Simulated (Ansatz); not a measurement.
A nudged elastic band was laid between two geometries of CH$_{5}$BOSi (9 atoms, charge 0, multiplicity 1).

Computed with RKS B3LYP/def2-SVP in Ansatz 0.2.0.

```yaml
movable_images: 5
climbing_image: yes
spring: 5.0 eV/Å²
optimiser: quadratic models (default)
start_path: through a guess of the saddle point
force_threshold: 0.05 eV/Å
iteration_limit: 60
end_points: relaxed
```

First end point:

```xyz
9
Properties=species:S:1:pos:R:3
O -0.916 0.758 -1.604
Si 0.292 0.749 -0.458
B 1.201 -0.790 0.172
C -0.152 -1.008 0.729
H -1.573 1.463 -1.537
H 0.370 2.127 0.121
H 2.281 -0.988 0.657
H -1.094 -0.949 0.164
H -0.319 -1.408 1.740
```

Last end point:

```xyz
9
Properties=species:S:1:pos:R:3
O -0.705 1.486 -1.559
Si 0.046 0.937 -0.180
B 1.036 -0.659 0.053
C -0.040 -0.984 1.002
H -0.454 1.058 -2.388
H -0.520 1.795 0.885
H 1.661 -1.372 -0.683
H -0.427 -2.007 1.128
H -0.508 -0.301 1.725
```

Question: What changes between the two ends?

Answer: No bond is made or broken. The dihedral H5–O1–Si2–C4 goes from 111 to -69°.

Question: Give the energies along the band, and the barrier.

Answer: The forces met the threshold. The highest image is number 3 of 0 to 6, 5.6 kcal/mol above the first end and 10.7 kcal/mol above the last; the last end lies 5.2 kcal/mol below the first. A vibrational analysis at the climbing image gives one clearly imaginary mode, 315i cm⁻¹: a first-order saddle point.

```json
{"image": "0", "path coordinate (Å)": "0.00", "energy (kcal/mol)": "0.0", "dihedral H5–O1–Si2–C4 (°)": "111"}
{"image": "1", "path coordinate (Å)": "0.80", "energy (kcal/mol)": "2.0", "dihedral H5–O1–Si2–C4 (°)": "-169"}
{"image": "2", "path coordinate (Å)": "1.60", "energy (kcal/mol)": "3.3", "dihedral H5–O1–Si2–C4 (°)": "-125"}
{"image": "3", "path coordinate (Å)": "2.40", "energy (kcal/mol)": "5.6", "dihedral H5–O1–Si2–C4 (°)": "-131"}
{"image": "4", "path coordinate (Å)": "3.04", "energy (kcal/mol)": "3.0", "dihedral H5–O1–Si2–C4 (°)": "-134"}
{"image": "5", "path coordinate (Å)": "3.69", "energy (kcal/mol)": "-2.4", "dihedral H5–O1–Si2–C4 (°)": "-92"}
{"image": "6", "path coordinate (Å)": "4.34", "energy (kcal/mol)": "-5.2", "dihedral H5–O1–Si2–C4 (°)": "-69"}
```

Question: What is the geometry of the highest image?

Answer: 
```xyz
9
Properties=species:S:1:pos:R:3:forces:R:3
O -1.131 1.021 -1.439 -0.03 0.00 0.00
Si -0.117 0.820 -0.123 0.00 -0.01 0.00
B 1.190 -0.629 0.101 -0.01 0.00 0.00
C -0.203 -0.804 0.807 0.01 0.01 0.03
H -0.717 1.339 -2.250 0.02 0.01 -0.01
H -0.048 2.032 0.735 0.01 0.00 0.00
H 2.187 -1.285 -0.037 0.00 0.00 0.00
H -0.730 -1.634 0.293 0.01 0.00 -0.01
H -0.342 -0.906 1.894 0.00 0.00 -0.02
```

Question: What are the harmonic wavenumbers there?

Answer: 315i, 130, 169, 340, 355, 575, 627, 683, 750, 779, 835, 884, 917, 944, 1026, 1275, 2232, 2657, 3019, 3116, 3871 cm⁻¹.

The band took 11 iterations and of the order of 5 core-minutes.

Run time: 5 min on 1 thread of Arm Neoverse N1 (shared host), peak memory 0.16 GiB.
